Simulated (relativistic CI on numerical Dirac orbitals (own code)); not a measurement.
# How well does a small relativistic CI reproduce I II?

Method of calculation: Dirac-Coulomb-Breit CI, separate exchange-only KLI orbitals for each configuration, a model potential for QED, valence Slater integrals scaled by 0.85, P86 correlation energy added to each configuration (own radial code, finite nucleus).

Configuration list (outside the closed core [Kr] 4d10): 5s²5p⁴, 5s²5p³6s, 5s5p⁵, 5s²5p³5d, 5s²5p³6p, 5p⁶, 5s5p⁴5d, 5s²5p³7s, 5s²5p³6d, 5s²5p³4f, 5s²5p³7p, 5s²5p³7d, 5s²5p³5f, 5s²5p³5g, 5s²5p³6f, 5s²5p²5d², 5s²5p5d²6s, 5s²5p5d³, 5s²5p5d²6p, 5s5p²5d³, 5s²5p5d²7s. Double excitations out of closed p, d and f shells are left out; levels of such configurations are missing from the list, as are those of other unlisted configurations, and high levels can miss mixing partners. These lack a partner that the ground configuration has and come out too high: 5s²5p³6d, 5s²5p³4f, 5s²5p³7p, 5s²5p³7d, 5s²5p³5f.

```
Configuration  Term (tabulated)  J  Measured (cm⁻¹)  Computed  Error  Purity (%)
       5s²5p⁴                3P  2              0.0         0      0          89
       5s²5p⁴                3P  0           6447.9      6136   -312          81
       5s²5p⁴                3P  1           7087.0      6888   -199          98
       5s²5p⁴                1D  2          13727.2     14250    523          89
       5s²5p⁴                1S  0          29501.3     27937  -1564          80
     5s²5p³6s               5S°  2          81032.7     85010   3977          55
     5s²5p³6s               3S°  1          84842.9     89488   4645          72
     5s²5p³5d               5D°  0          85384.1     89236   3852          84
     5s²5p³5d             5D° †  3          85728.0     89625   3897          89
     5s²5p³5d             5D° †  4          86036.3     89740   3704          91
     5s²5p³5d             5D° †  2          86164.9     90238   4073          80
     5s²5p³6s               3D°  3          96650.6    102515   5865          92
     5s²5p³6s               1D°  2          97700.8    103673   5972          61
     5s²5p³6p                5P  1          99219.6    102440   3220          86
     5s²5p³6p                5P  2          99327.1    102590   3263          80
     5s²5p³6p                5P  3         100402.7    103482   3079          90
     5s²5p³6p                3P  1         101644.2    105117   3473          81
     5s²5p³6p                3P  2         102613.5    105950   3336          80
     5s²5p³6p                3P  0         103004.0    106291   3287          96
     5s²5p³6p                3F  2         111298.1    115995   4697          57
     5s²5p³6p                3F  3         112419.0    117033   4614          55
     5s²5p³6p                3F  4         115353.9    120158   4804          99
```

Measured levels from NIST Handbook of Basic Atomic Spectroscopic Data (Sansonetti and Martin, J. Phys. Chem. Ref. Data 34, 1559 (2005)); pairs were made by configuration, J and term (by order where the table uses no LS term), so strongly mixed levels may be paired wrongly.

Mean error by configuration (cm⁻¹): 5s²5p⁴ -388; 5s²5p³6s 5115; 5s²5p³5d 3852; 5s²5p³6p 3753. Over the excited levels the mean absolute error is 3371 cm⁻¹ (21 of the 27 excited levels that our extract of the source holds in range could be paired, and the others can miss by more), and the median relative error of those above 1,000 cm⁻¹ is 4.1 %. † marks terms whose computed intervals miss the measured ones by more than a factor of 2.5, or configurations far off the rest, from wrong mixing, a near crossing or a doubtful label or measurement; they are left out of the means.
